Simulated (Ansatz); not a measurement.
Species: sum formula SiN3H5Br (charge -1, singlet). It need not be the lowest isomer of its formula. Whether it binds its extra electron was not tested at this geometry. SMILES: [NH-][Si](N)(N)Br
Structure (B3LYP-D3(BJ)/def2-TZVP (Ansatz, a program for electronic structure) minimum search):
```xyz
10

Si    -0.0027    -0.0450    -1.0757
Br     0.2027     0.0473     1.4567
N      1.3473    -0.4301    -1.8827
N     -0.8152     1.4922    -1.2958
N     -1.2336    -1.2807    -1.1318
H      2.0581     0.2740    -2.0334
H     -0.1896     2.2799    -1.1778
H     -1.5958     1.6259    -0.6633
H     -1.5229    -1.5991    -0.2172
H     -0.8953    -2.0762    -1.6592
```
Charge -1, spin multiplicity 1.

Parts of the frozen-core correlation energy in STO-3G (Ansatz, hartree). Frozen orbitals: 22; correlated occupied orbitals by spin: 16 and 16; virtual: 9 and 9. No spin-orbit coupling. Non-relativistic.

```json
[
 {"term": "reference (HF)", "value": "-2994.29972"},
 {"term": "MP2 opposite-spin", "value": "-0.14835"},
 {"term": "MP2 same-spin", "value": "-0.02758"},
 {"term": "CCSD correlation", "value": "-0.21776"},
 {"term": "(T)", "value": "-0.00592"},
 {"term": "T1 diagnostic", "value": "0.016"},
 {"term": "largest doubles amplitude", "value": "0.089"}
]
```
